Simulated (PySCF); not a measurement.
Species: trichlorogallium, GaCl3.
Numbering: `[Cl:1][Ga:2]([Cl:3])[Cl:4]`

The calculation used MP2 and CCSD/aug-cc-pVDZ in PySCF, restricted Hartree–Fock reference, 24 core orbitals frozen, non-relativistic, gas phase, PBE0-D3(BJ)/def2-SVP geometry.

E(HF) = -3301.91859 Eh.

How large is the problem?

117 basis functions and 82 electrons; 24 orbitals frozen, which leaves o = 17 correlated occupied and v = 76 virtual orbitals. That is o·v = 1292 singles and o·v(o·v + 1)/2 = 835278 distinct closed-shell doubles amplitudes before symmetry; the costliest CCSD step grows as o²v⁴ = 9.6 × 10^9.

What are the MP2 and CCSD correlation energies?

MP2 -0.5127 Eh and CCSD -0.5482 Eh, which gives totals of -3302.43125 and -3302.46677 Eh. That is 0.439 eV for each correlated electron at CCSD (1439 kJ/mol in all, 0.017 % of the total energy); MP2 gives 93.5 % of the CCSD value.

What is the T1 diagnostic?

0.0096, below the customary warning level of 0.02. It is the norm of the spatial-orbital singles amplitudes over the root of the number of correlated electrons, so the norm is 0.056.

Connected triples and the basis-set limit are missing.

The job also held the EOM ionisation and excitation roots. Hardware: one thread of an Arm Neoverse V1, no GPU, on a shared host. Cost: 7.4 min.
